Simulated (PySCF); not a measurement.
F₂S, SMILES FSF. Heavy atoms are numbered as in [F:1][S:2][F:3].

Geometry: r2SCAN-D4/def2-TZVP.

Computed with HF/pcSseg-2 (PySCF).

GIAO shieldings, no solvent; atoms alike by connectivity are averaged. δ = σ(ref) − σ: ¹⁹F against CFCl3 (σ = 237.3 ppm); ³³S against H2S (σ = 707.7 ppm), references at their B3LYP-D3(BJ)/def2-TZVP geometries, non-relativistic.

```csv
nucleus,atoms,count,δ (ppm)
¹⁹F,F1,2,-170.2
³³S,S2,1,1475.4
```
